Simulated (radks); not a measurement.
Problem. Radial electron density D(r) = 4 pi r^2 rho(r) of an atom or ion with 40 electrons. All-electron calculation, Dirac Kohn-Sham, PBE, spin-unpolarised, spherical densities, finite nucleus; Fermi nuclear charge, rms radius of each element as measured or else 0.836 A^(1/3) + 0.57 fm. Program: a radial shooting solver on a logarithmic mesh with Libxc functionals.

```
   r/bohr * D(r) (the largest magnitude, 66.9, reaches the edge; | marks zero)
 0.004219 |        *
 0.005582 |            *
 0.007445 |                  *
  0.00993 |                          *
  0.01324 |                                  *
  0.01752 |                                         *
  0.02337 |                                            *
  0.03117 |                                          *
  0.04125 |                                      *
  0.05502 |                                      *
  0.07338 |                                              *
  0.09787 |                                                      *
   0.1295 |                                                   *
   0.1727 |                                      *
   0.2304 |                                   *
   0.3048 |                                         *
   0.4065 |                                     *
   0.5422 |                   *
   0.7231 |          *
   0.9568 |         *
    1.276 |       *
    1.702 |   *
    2.252 |*
    3.004 *
    4.006 *
    5.343 *
```

What is the nuclear charge?

Solution. Z = 43. The innermost maximum, from 1s, lies near gamma/Z bohr with gamma = sqrt(1 - (Z/c)^2) = 0.949, here 0.0221 bohr (found: 0.0241), and its height grows with Z. The density is that of the technetium ion Tc3+ in [Kr] 4d4; the configuration itself is not fixed sharply by these data, and Z only to a few units. D(r) has 4 maxima, at r = 0.0241, 0.106, 0.330, 0.964 bohr, and minima at 0.0484, 0.213, 0.796 bohr, inside which lie 2.05, 11.11, 29.22 electrons.
